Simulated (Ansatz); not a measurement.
Energy needed to pull apart SiH2I (SMILES [SiH2]I), doublet, into free ground-state atoms, from the structure below (displaced at random from its PBE0-D4/def2-TZVP minimum); no zero-point or spin–orbit terms; open-shell atoms are treated unrestricted, in their ground-state multiplicity.

Si1  (-0.202, -0.204, -0.410)
I2  (1.801, -0.278, 0.978)
H3  (-1.341, -0.462, 0.424)
H4  (-0.298, 1.173, -1.141)
(Å)

Program: Ansatz 0.2.0. Basis: def2-TZVPP. Cores are frozen in the correlated methods; orbitals are unrestricted. Filled d shells of the heavier atoms are correlated. Core potentials replace the inner electrons of the atoms past krypton. The def2 sets are not built for correlating such inner shells, so the correlated values are less sure here.

```csv
method,atomization energy (kJ/mol)
PBE-D4,?
r2SCAN-D4,912
PBE0-D4,896
wB97M-V,?
HF,669
MP2,873
CCSD,856
CCSD(T),869
```

Question: What does PBE-D4 give? (Judge from chemistry; the value comes from the calculation.)

Answer: The calculation gives: 901 kJ/mol, which is about 32 kJ/mol more than CCSD(T)/def2-TZVPP.

Question: What does wB97M-V give? (An estimate is asked for; the value comes from the calculation.)

Answer: Computed: 886 kJ/mol, which is about 17 kJ/mol more than CCSD(T)/def2-TZVPP.

In triple zeta the MP2 and coupled-cluster atomization energies are still short of their basis limit by a few kcal/mol a bond, whereas those of the functionals are nearly converged, so these differences are not deviations from converged CCSD(T).

The T1 diagnostic stays at or below 0.013. ⟨S²⟩ of the unrestricted Hartree–Fock references: 0.76 (a pure state has 0.75).

For scale, one of the runs: CCSD(T)/def2-TZVPP forces, 120 basis functions (an equivalent command: `ansatz run in.yaml --threads 2`). Hardware: 2 CPU threads, shared host. Wall time 5.8 min; peak host memory 2.1 GiB.
